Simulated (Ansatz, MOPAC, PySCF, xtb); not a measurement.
Donor–acceptor adduct: BH3 (SMILES B) (first 4 atoms) with C2H6O (SMILES COC); geometry from B3LYP-D3(BJ)/def2-TZVP, rigid monomers moved along the line of their centres of mass till B1···O6 is 2.97 Å.
(charge 0, multiplicity 1):
```xyz
13

B      0.1492     0.2265     1.0946
H      1.2806     0.5130     0.8058
H     -0.6860     1.0199     0.7503
H     -0.1438    -0.9313     0.9009
C     -1.2314     0.0588     4.6426
O      0.0705     0.2467     4.0635
C      1.0852    -0.5411     4.7079
H     -1.1778     0.2907     5.7059
H     -1.5603    -0.9705     4.4863
H     -1.8988     0.7445     4.1319
H      1.0957    -0.2968     5.7697
H      2.0271    -0.2733     4.2416
H      0.8804    -1.6029     4.5563
```

| level | interaction energy (meV) |
|---|---|
| AM1 | -36.1 |
| GFN1-xTB | -94.0 |
| GFN2-xTB | -116.7 |
| HF/3-21G (no counterpoise) | -390.0 |
| HF/6-31G* (no counterpoise) | -253.4 |
| HF/aug-cc-pVDZ | -197.8 |
| BP86/6-31G* (no counterpoise) | -283.1 |
| r2SCAN/def2-TZVPPD | -262.6 |
| r2SCAN-D3(BJ)/def2-TZVPPD | -280.1 |
| r2SCAN-D4/def2-TZVPPD | -278.8 |
| B3LYP/6-31G* | -227.9 |
| B3LYP/6-311+G** (no counterpoise) | -233.7 |
| B3LYP-D4/def2-TZVPPD | -270.6 |
| PBE0-D3(BJ)/def2-TZVPPD | -264.4 |
| wB97X-V/def2-TZVPPD | -261.8 |
| MP2/6-31G* (no counterpoise) | -316.1 |
| MP2/aug-cc-pVDZ | -253.6 |
| SCS-MP2/aug-cc-pVDZ | -238.1 |
| CCSD/aug-cc-pVDZ | -241.3 |
| CCSD(T)/aug-cc-pVDZ | -250.2 |

The rows run from -390.0 (HF/3-21G (no counterpoise)) to -36.1 meV (AM1). In aug-cc-pVDZ the value moves HF -197.8, MP2 -253.6, CCSD -241.3, CCSD(T) -250.2, a shift of -52.4 from HF to CCSD(T). The dispersion term adds -17.5 in r2SCAN-D3(BJ), -16.1 in r2SCAN-D4.

Interaction energies are E(AB) − E(A) − E(B) at the monomers' geometry in the complex; basis-set methods are counterpoise corrected. Rows marked so take none.

Correlated levels freeze the cores. Rows in 3-21G, 6-311+G**, 6-31G* carry no dispersion term and start afresh at each structure (6-31G* with six Cartesian d functions). MP2/6-31G* freezes PySCF's default core. The state that AM1 reach isn't checked.

Codes used: Ansatz (a quantum-chemistry and plane-wave program) with Gaussian orbitals; MOPAC for AM1 (differences of heats of formation); PySCF for 3-21G rows, 6-311+G** rows, 6-31G* rows, the dispersion terms; xtb for the GFN methods. Values without a source in brackets are computed.
